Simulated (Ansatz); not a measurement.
MoS₃⁻, relaxed as a doublet with UKS PBE0-D4/def2-SVPD in Ansatz, starting from the GFN2-xTB geometry. Force threshold 0.02 eV/Å.

In the def2 sets Mo takes a core potential; there is no spin–orbit coupling. The relaxation made no stability test and no search for a lower SCF solution. The structure comes from a short search, and lower isomers may exist.

Start:

Cartesian coordinates in Å:
```
Mo 0.002 0.000 -0.002
S -0.193 -0.054 -2.153
S 0.664 -1.753 1.071
S -0.473 1.806 1.085
```

```csv
step,energy (eV),largest force component (eV/Å),SCF passes
1,-34346.2125,0.092,19
2,-34346.2131,0.040,29
3,-34346.2132,0.002,20
```

Force components are those of the run's own axes.

End:

```xyz
4

Mo    0.002    0.001    0.000
S    -0.192   -0.053   -2.147
S     0.664   -1.752    1.067
S    -0.473    1.805    1.080
```

By distances, no bond broke or formed. The bond that changes most is Mo1–S2, from 2.16 to 2.16 Å (atoms count from 1).

No frequencies were taken in this run, so the end may be a saddle point.

It took 6.5 s on 4 threads of Arm Neoverse V2 on a shared host.
